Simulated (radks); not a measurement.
Problem. The table gives one normalised radial function P(r) = r R(r) (large component) of Bi8+ in [Xe] 4f14 5d7 (r in bohr). All-electron calculation, Dirac Kohn-Sham, BLYP, spin-unpolarised, spherical densities, finite nucleus; open shells fill j = l - 1/2 first; Fermi nuclear charge, rms radius 5.5211 fm. Program: a radial shooting solver on a logarithmic mesh with Libxc functionals.

r	P
0.00092	0.0000
0.001395	0.0000
0.002097	0.0001
0.003179	0.0002
0.004819	0.0007
0.007306	0.0023
0.01099	0.0068
0.01665	0.0199
0.02525	0.0536
0.03827	0.1287
0.05755	0.2547
0.08724	0.3810
0.1322	0.3102
0.2005	-0.1275
0.3015	-0.5588
0.457	-0.2452
0.6927	0.6776
1.05	1.0836
1.579	0.6494
2.394	0.1506
3.629	0.0091

Which n and l does it have? It may be an empty orbital.

Solution. n = 5, l = 2: the number of nodes gives n - l - 1 = 2, the rise at small r points to l (this Dirac orbital starts outside the nucleus as r^gamma with gamma = sqrt((l + 1)^2 - (Z/c)^2) = 2.94; the j = 5/2 orbital of l + 1 starts with the same power, but with a smaller coefficient, and then steepens), and the extent must fit the shell. The curve is that of 5d5/2; the two j differ most near the nucleus, where j = l - 1/2 has the larger amplitude, and in heavy atoms j = l - 1/2 is also the more compact. 5d5/2: eigenvalue -133.45 eV, 2 radial nodes at r = 0.182, 0.515 bohr, <r> = 1.13 bohr, 90 % of the charge inside 1.64 bohr.
